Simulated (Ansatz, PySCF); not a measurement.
MnI₂, SMILES [I][Mn][I] (connectivity only; charge and spin as stated), neutral, multiplicity 6. Atoms are numbered in the order given.

```xyz
3

Mn     0.0000     0.0000     0.1570
I      0.0000    -2.5336     0.1571
I      0.0000     2.5336     0.1571
```
Charge 0, spin multiplicity 6.

Coordinates come from a PBE0-D3(BJ)/def2-SVP optimisation. The multiplicity is an assumed one; other spin states were not compared. The def2 effective core potentials stand for the cores of I; spin–orbit coupling is left out.

Two levels are set side by side: PBE-D3(BJ)/def2-SVP (Ansatz, a first-principles code) and PBE0-D3(BJ)/def2-SVP (Ansatz). Each level has its own optimised geometry; the coordinates shown are those of the second. Frequencies come from the Hessian of PySCF at each geometry. Differences are taken from unrounded values.

```json
[
 {"quantity": "mean bond length (Å)", "PBE0-D3(BJ)": "2.534", "PBE-D3(BJ)": "2.519", "PBE-D3(BJ) minus PBE0-D3(BJ)": "-0.015"},
 {"quantity": "bond Mn1–I2 (Å)", "PBE0-D3(BJ)": "2.534", "PBE-D3(BJ)": "2.519", "PBE-D3(BJ) minus PBE0-D3(BJ)": "-0.015"},
 {"quantity": "bond Mn1–I3 (Å)", "PBE0-D3(BJ)": "2.534", "PBE-D3(BJ)": "2.519", "PBE-D3(BJ) minus PBE0-D3(BJ)": "-0.015"},
 {"quantity": "highest harmonic wavenumber (cm⁻¹)", "PBE0-D3(BJ)": "338", "PBE-D3(BJ)": "335", "PBE-D3(BJ) minus PBE0-D3(BJ)": "-3"},
 {"quantity": "mean harmonic wavenumber (cm⁻¹)", "PBE0-D3(BJ)": "146", "PBE-D3(BJ)": "142", "PBE-D3(BJ) minus PBE0-D3(BJ)": "-4"},
 {"quantity": "zero-point energy (kcal/mol)", "PBE0-D3(BJ)": "0.84", "PBE-D3(BJ)": "0.81", "PBE-D3(BJ) minus PBE0-D3(BJ)": "-0.03"}
]
```
